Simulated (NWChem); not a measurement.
# Correlation energy of Zn

```
Zn
```
Charge 0, spin multiplicity 1.

The numbers come from NWChem runs, not from measurements.

Basis set: def2-SVP. Each correlation energy counts from its own Hartree-Fock reference.

The correlated methods keep 9 core orbitals frozen. Coupled-cluster values serve here as a point of comparison, not as the truth.

Task: Order these methods by the correlation energy they give, lowest first: CR-CCSD(T), CR-CCSD[T], CCSD, MP2, SCS-MP2.

Result: MP2 (-287.3 mHa), CR-CCSD[T] (-283.4 mHa), CR-CCSD(T) (-282.5 mHa), CCSD (-276.2 mHa), SCS-MP2 (-255.2 mHa)
